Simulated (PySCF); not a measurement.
## Radial density of Ag³⁺ (silver, charge +3)

revPBE, [Kr] 4d8, high-spin 3F determinant. Calculation: PySCF 2.14, in def2-TZVPPD with the def2 core potential (28 electrons) (6s4p3d2f1g, 56 functions); scalar relativity through the core potential. This is the valence pseudo-density: the core potential removes the inner electrons and smooths the orbitals near the nucleus.

| r (bohr) | 4πr²ρ (e/bohr) | 4πr²(ρα − ρβ) |
| --- | --- | --- |
| 0.0315 | 1.265e-05 | 0.0000 |
| 0.0530 | 5.329e-05 | 0.0000 |
| 0.0892 | 0.0003787 | 0.0000 |
| 0.150 | 0.004527 | 0.0007 |
| 0.252 | 0.07614 | 0.0117 |
| 0.424 | 1.798 | 0.1839 |
| 0.714 | 14.94 | 1.3147 |
| 1.20 | 12.83 | 1.6966 |
| 2.02 | 1.833 | 0.3703 |
| 3.40 | 0.04514 | 0.0081 |
| 5.71 | 0.0001610 | 0.0000 |

Energies and moments cover only the electrons outside the core potential.
